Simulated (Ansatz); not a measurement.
Start from `C=N[SiH2][AlH][SiH3]` and change one atom or group to get `C=N[SiH2]O[SiH3]`.

Ansatz, PBE0-D4/def2-TZVP geometries, multiplicity 1. Each molecule was computed in one conformer, which needn't be the lowest.

```csv
property,`C=N[SiH2][AlH][SiH3]`
LUMO energy (PBE/def2-TZVPP) / eV,-3.11
LUMO energy (B3LYP/def2-TZVPP) / eV,-2.51
size of the dipole moment (ωB97M-V/def2-TZVPP) / D,1.23
HOMO energy (B3LYP/def2-TZVPP) / eV,-6.91
HOMO energy (ωB97M-V/def2-TZVPP) / eV,-9.00
HOMO–LUMO gap (PBE0/def2-TZVPP) / eV,4.76
```

(1) What does the change do to each property? (An estimate is asked.)

## Answers

(1) Computed: 
```json
{"property": "LUMO energy (PBE/def2-TZVPP) / eV", "`C=N[SiH2]O[SiH3]`": "-2.15", "shift": "0.96"}
{"property": "LUMO energy (B3LYP/def2-TZVPP) / eV", "`C=N[SiH2]O[SiH3]`": "-1.27", "shift": "1.24"}
{"property": "size of the dipole moment (ωB97M-V/def2-TZVPP) / D", "`C=N[SiH2]O[SiH3]`": "1.46", "shift": "0.23"}
{"property": "HOMO energy (B3LYP/def2-TZVPP) / eV", "`C=N[SiH2]O[SiH3]`": "-7.09", "shift": "-0.18"}
{"property": "HOMO energy (ωB97M-V/def2-TZVPP) / eV", "`C=N[SiH2]O[SiH3]`": "-9.67", "shift": "-0.67"}
{"property": "HOMO–LUMO gap (PBE0/def2-TZVPP) / eV", "`C=N[SiH2]O[SiH3]`": "6.29", "shift": "1.53"}
```

With PBE0 the HOMO falls by 0.21 eV and the LUMO rises by 1.32 eV, so the gap widens by about 1.53 eV. PBE moves the HOMO by -0.15 eV and ωB97M-V by -0.67 eV. Dipoles are sizes alone; their direction can turn.

B3LYP here is the variant with VWN-RPA as its local correlation; programs differ in this.
